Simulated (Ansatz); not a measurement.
Molecule: C₄H₅GeO, charge 0, multiplicity 2. It need not be the lowest isomer of its formula. 
Structure (B3LYP-D3(BJ)/def2-TZVP (Ansatz, an electronic-structure program) minimum search):
```
C
C 1 1.3619
H 2 1.0781 1 125.51
O 1 1.4027 2 107.93 3 180.00
C 4 1.3226 1 106.11 2 0.00
C 5 1.3524 4 114.33 1 0.00
H 6 1.0745 5 128.14 4 -180.00
Ge 1 1.9384 2 133.87 3 0.00
H 8 1.5354 1 106.20 2 0.00
H 8 1.5366 9 110.37 1 119.55
H 8 1.5366 9 110.37 10 120.91
```
Charge 0, spin multiplicity 2.

Property: atomisation energy (electronic, to ground-state atoms), in eV. Valence correlation only, unless marked. Open shells are spin-unrestricted. Spin-orbit coupling is left out. The frozen core is the preceding noble-gas configuration, with the filled d and f shells of earlier blocks. Non-relativistic. The coupled-cluster limit lacks core correlation, which all-electron functionals hold. CBS(X,Y): correlation extrapolated as X^-3; Hartree-Fock from the larger set.

| level | program | atomisation energy (eV) |
|---|---|---|
| HF/STO-3G | Ansatz | 40.38 |
| HF/cc-pVQZ | Ansatz | 32.14 |
| PBE-D4/def2-TZVPD | Ansatz + dftd4 | 47.25 |
| BLYP-D4/def2-TZVPD | Ansatz + dftd4 | 45.53 |
| r2SCAN-D3(BJ)/def2-TZVPD | Ansatz + dftd3 | 46.02 |
| PBE0/6-31G* | Ansatz | 45.74 |
| PBE0/def2-QZVPP | Ansatz | 45.85 |

Task: Estimate the value at CCSD(T)/CBS(cc-pVTZ,cc-pVQZ) as computed with Ansatz.

Result: 45.24 eV
